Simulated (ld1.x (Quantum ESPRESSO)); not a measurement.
What one change does to a pseudopotential (aluminium (Al), TM semilocal)

aluminium, norm-conserving Troullier–Martins (semilocal form), made with ld1.x (Quantum ESPRESSO) 7.5 (PBE, scalar-relativistic). Core [Ne], reference 3s2 3p0 (charge +1). Waves: 3p (bound, empty): rc 1.70 bohr; 3s (bound): rc 2.10 bohr. Local part: the s channel. Core correction: none.

Change: wave 3p (bound): rc 1.70 bohr becomes 3p (bound): rc 1.10 bohr.

Cutoffs: the cutoffs (Ry, on a coarse ladder) from which the occupation-weighted sum of valence levels, in a spherical-Bessel basis at the reference potential, stays within 10 and 1 mRy of its value at 400 Ry; they do not see the model core or the augmentation charge, which bear on the density cutoff. Errors are all-electron minus pseudo energies relative to the spin-unpolarised reference configuration.

**Question.** How do hardness, ghosts and transferability respond?

**Answer.** The potential gets neither clearly harder nor softer (10 Ry and 30 Ry → 10 Ry and 30 Ry); a bound ghost appears in p, which as a rule spoils a file; the number of tests that count goes from 7 to 3; of the 3 tests that both files solve, the error grows in 2 and shrinks in 0 by more than 15 % and 0.3 meV (median size 1.6 → 1619.6 meV); the range in which the p phases agree narrows (upper end 2.3 → -0.5). A semilocal file is local in each channel, so a ghost entry of none says nothing of the separable form that plane-wave codes build from it.

```tsv
quantity	base	changed
cutoff, loose	10 Ry	10 Ry
cutoff, tight	30 Ry	30 Ry
bound ghosts	none	p
tests counted (converged, no solver errors)	7 of 7	3 of 7
error for 3s2 3p1, meV [ΔE -5.76 eV]	-1.6	-3291
error for 3s1 3p0, meV [ΔE 19.23 eV]	+27	+27
error for 3s2 3p0.5, meV [ΔE -3.68 eV]	-0.6	+1620
s: phases at 2.29 bohr within 0.05 rad from the reference energy up to (Ry; the scan ends near 5)	2.4	2.4
p: phases at 2.29 bohr within 0.05 rad from the reference energy up to (Ry; the scan ends near 5)	2.3	-0.5
```

Changed file: The cutoffs count occupied waves only; the empty 3p level needs 70 Ry at the loose tolerance. Tests not counted: 3s2 3p1.3 (solver errors, printed error -4.4 eV); 3s1 3p1 (solver errors, printed error -4.7 eV); 3s1 3p2 (solver errors, printed error -41.4 eV); 3s0 3p3 (solver errors, printed error -28.0 eV). These tests converged, but a pseudo level misses the all-electron one widely, so the file describes the atom poorly there or has found another state: 3s2 3p1: 3s by 7.1 eV (a node warning on the way). ld1.x printed “convergence not achieved” for 1 of the counted tests; its residual had stalled under 1e-8, short of the target of 1e-14. A true bound ghost makes a file unfit for plane-wave use even where its test errors are small: the radial tests pick states by their node count and pass the ghost by. Where a test does run into it, the solver fails or the error is huge.
